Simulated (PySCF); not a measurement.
Vertical excitations of a molecule C3H7NSi from TDA-CAM-B3LYP/def2-SVPD (PySCF), as energy in eV (oscillator strength): 6.16 (0.010), 6.41 (0.000), 6.75 (0.003), 6.78 (0.001), 7.21 (0.007), 7.35 (0.021), 7.46 (0.036), 7.60 (0.009), 7.72 (0.072), 7.81 (0.048). Lowest triplet (TDA): 5.29 eV. The structure is a stationary point at PBE0-D3(BJ)/def2-SVP. The values are those of a single conformer.

**Question.** Which molecule gave these data?
(A) C#CCN[SiH3]
(B) NC=C=C[SiH3]
(C) C=C/N=C/[SiH3]
(D) C[SiH2]CC#N

**Answer.** A, C#CCN[SiH3]
